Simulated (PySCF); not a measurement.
Electron affinity of Ca by level of theory

Ca⁻ [Ar] 3d1 4s2 (2D) → Ca [Ar] 4s2 (1S), as a difference of total energies. Computed with PySCF 2.14 in aug-cc-pwCVTZ-X2C (9s8p6d3f, 84 functions), with the spin-free X2C one-electron Hamiltonian (Gaussian nucleus). Correlated levels: valence and next inner shell: [Ne] frozen. The calculations carry no spin-orbit coupling.

```tsv
method	electron affinity (eV)
UHF	-1.274
MP2 (valence and next inner shell)	-1.175
SCS-MP2 (valence and next inner shell)	-1.189
CCSD (valence and next inner shell)	-1.103
CCSD(T) (valence and next inner shell)	-1.054
```

The configuration of this anion was assumed by filling the next shell in order. It is not the known or likely ground configuration (Ca⁻, Sr⁻ and Ba⁻, for instance, bind a p electron), so these values are not the electron affinity of the element.

A negative affinity means that the anion lies above the atom at that level of theory.

The coupled-cluster amplitudes are large for Ca⁻ (T1 above 0.03 or a double amplitude above 0.15), so a single reference is strained.
